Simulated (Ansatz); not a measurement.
**Four-centre ligand exchange**

Start structure (BAsH6S, closed shell), relaxed at PBE0-D4/def2-TZVP:

B1  (-0.638, 0.134, -0.885)
S2  (0.655, 1.395, -1.404)
H3  (-0.650, -0.915, -1.469)
H4  (-1.707, 0.650, -0.699)
H5  (0.113, 0.812, 1.998)
As6  (-0.026, -0.370, 1.079)
H7  (1.606, 0.543, -1.819)
H8  (-0.726, -1.334, 2.018)
H9  (1.373, -0.915, 1.181)
(Å)

The step: BH₃S ([BH2][SH]) + AsH₃ → BAsH₄ ([BH2][AsH2]) + H₂S; bonds formed: S2–H5; bonds broken: H5–As6. Ansatz 0.2.0; basis: def2-TZVPP and def2-QZVPP; cores frozen in the correlated methods. Filled d shells of the heavier atoms are correlated. The def2 sets are not built for correlating such inner shells, so the correlated values are less sure here. Extrapolation: Hartree–Fock as exp(−7.88 √X), correlation as X^−2.97. Energies below are by CCSD(T) at an estimated basis limit (MP2 extrapolated from triple and quadruple zeta, plus CCSD(T) − MP2 in triple zeta).

(1) What are the electronic barrier and the energy of the step, from the start structure to the end structure? (An estimate is asked for; the value comes from the calculation.)

T1 diagnostic: at most 0.012.

Results:

(1) Computed: Barrier 1.124 eV; step energy 0.357 eV (uphill); reverse barrier, their difference, 0.767 eV. Barrier and step energy count from the start structure, the reverse barrier from the end structure.

The saddle point: One imaginary mode of 487i cm⁻¹.
```
  pair  start (Å)  saddle (Å)  end (Å)
 S2–H5       3.49        1.56     1.35
H5–As6       1.50        2.03     3.38
```

Zero-point energy (harmonic, PBE0-D4): ZPE is 1.519 eV at the start and 1.449 eV at the saddle, so the barrier goes from 1.124 to 1.053 eV.

Labels in which every atom is bracketed show which atoms are joined, not bond orders.

For scale, one of the runs: CCSD(T)/def2-TZVPP, 205 basis functions, launched by `ansatz run in.yaml --threads 4 --pin off --events-out ev --progress --plain --max-ram 9574MiB`. The run took 63 s on 4 CPU threads of an Arm Neoverse V1 (shared host), with 2.5 GiB of host memory at its peak.
